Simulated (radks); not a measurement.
Values are calculated unless marked as measured or tabulated.
Task: Radial electron density D(r) = 4 pi r^2 rho(r) of an atom or ion with 14 electrons. Level of theory: scalar-relativistic Kohn-Sham, PW91, spin-polarised, spherical densities, point nucleus (a radial shooting solver on a logarithmic mesh with Libxc functionals).

r (bohr),D(r) (e/bohr),spin D(r)
0.002958,0.3381,-0.0000513
0.003761,0.5298,-0.0000803
0.004819,0.8359,-0.000127
0.006127,1.287,-0.000195
0.007788,1.959,-0.000296
0.009901,2.935,-0.000444
0.01269,4.367,-0.000659
0.01613,6.256,-0.000942
0.0205,8.684,-0.00130
0.02628,11.69,-0.00175
0.0334,14.80,-0.00221
0.04246,17.61,-0.00264
0.05398,19.38,-0.00300
0.06917,19.43,-0.00339
0.08794,17.64,-0.00412
0.1118,14.95,-0.00586
0.1433,13.09,-0.00924
0.1821,13.74,-0.0128
0.2315,16.54,-0.0108
0.2943,18.95,0.00879
0.3771,18.01,0.0662
0.4794,13.33,0.176
0.6095,7.622,0.349
0.781,3.945,0.599
0.9929,3.061,0.890
1.262,3.024,1.13
1.605,2.413,1.13
2.056,1.341,0.823
2.614,0.5386,0.417
3.323,0.1513,0.137
4.258,0.02603,0.0254
5.413,0.002291,0.00228

What is the nuclear charge?

Result: Z = 17. The innermost maximum, from 1s, lies near gamma/Z bohr with gamma = sqrt(1 - (Z/c)^2) = 0.992, here 0.0584 bohr (found: 0.0614), and its height grows with Z. The density is that of the chlorine ion Cl3+ in [Ne] 3s2 3d2; the configuration itself is not fixed sharply by these data, and Z only to about a unit. D(r) has 3 maxima, at r = 0.0614, 0.316, 1.15 bohr, and minima at 0.153, 1.03 bohr, inside which lie 2.18, 10.72 electrons.
